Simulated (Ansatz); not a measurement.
Reaction (SMILES): B[CH2] -> B[CH2-] (an electron is taken up)
Each molecule is optimised on its own at B3LYP-D3(BJ)/def2-TZVP (Ansatz, a quantum-chemistry and plane-wave program), one conformer each, not searched for the lowest.

Quantity: adiabatic electron affinity (electronic energy difference), positive where the reaction releases energy, in eV. Valence correlation only, unless marked. UHF or UKS for open shells. Spin-orbit coupling is left out. Non-relativistic. Anions need diffuse functions: aug- sets have them; def2-D sets add few; the other sets have none. Basis-set limits of correlation are two-point, X^-3; Hartree-Fock from the larger set.

```tsv
level	program	adiabatic electron affinity (eV)
HF/def2-SVPD	Ansatz	0.19
```

Task: What does CCSD(T)/CBS(def2-TZVPPD,def2-QZVPPD) (Ansatz) give?

Result: 1.91 eV, so HF/def2-SVPD differs from it by -1.72 eV.
